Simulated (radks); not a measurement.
C3+, 3 electrons, occupied as [He] 2s1 (the NIST ground configuration). Calculated with a radial shooting solver on a logarithmic mesh with Libxc functionals: non-relativistic Kohn-Sham, exchange-only LDA, spin-polarised, spherical densities, point nucleus; open shells are filled with parallel spins first.

Unscreened Slater integrals over Kohn-Sham orbitals (hartree). They are taken over the spin-up orbitals. Empty in this configuration: 2p.

\begin{tabular}{lr}
integral & value \\ \hline
F0(2s,2s) & 0.70453 \\
F0(2s,1s) & 0.98533 \\
G0(2s,1s) & 0.086687 \\
F0(2s,2p) & 0.72679 \\
G1(2s,2p) & 0.44045 \\
F0(1s,1s) & 3.4732 \\
F0(1s,2p) & 1.0422 \\
G1(1s,2p) & 0.14189 \\
F0(2p,2p) & 0.76039 \\
F2(2p,2p) & 0.36232 \\
\end{tabular}
